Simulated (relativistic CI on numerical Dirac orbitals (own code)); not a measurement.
Values are calculated unless marked as measured or tabulated.
Quantum defects of the ng series of Pb2+

Problem. The ng 1G levels with J = 4 of Pb2+ lie at 5g: 217660.6, 6g: 229870.0 cm⁻¹ (Moore, Atomic Energy Levels, vol. III, NSRDS-NBS 35 (1971 reprint of NBS Circular 467, 1958)), and the ionisation limit at 257591.7 cm⁻¹ (NIST ASD). Find the quantum defects and predict 7g.

Working.
1. The outer electron sees the charge z = 3; R = 109737.03 cm⁻¹ for this mass. The binding energy T = limit − E defines n* = z√(R/T).
2. Values: 5g: T = 39931.1, n* = 4.9733, δ = n − n* = 0.0267; 6g: T = 27721.7, n* = 5.9688, δ = n − n* = 0.0312.
3. With δ held at 0.0312: E(7g) = limit − Rz²/(7 − δ)² = 237255.1 cm⁻¹.
4. The Ritz form δ = δ₀ + a/n*² through the last two members has a = -0.3608 and δ₀ = 0.0413, so with n* ≈ 7 − 0.0312, δ(7) = 0.0339 and E = 237239.4 cm⁻¹.

Check. The measured level is 237239.0 cm⁻¹ (δ = 0.0339), so the two predictions miss by 16.1 and 0.4 cm⁻¹. The defect is small because the centrifugal barrier keeps this electron outside the core, where mainly core polarisation acts.
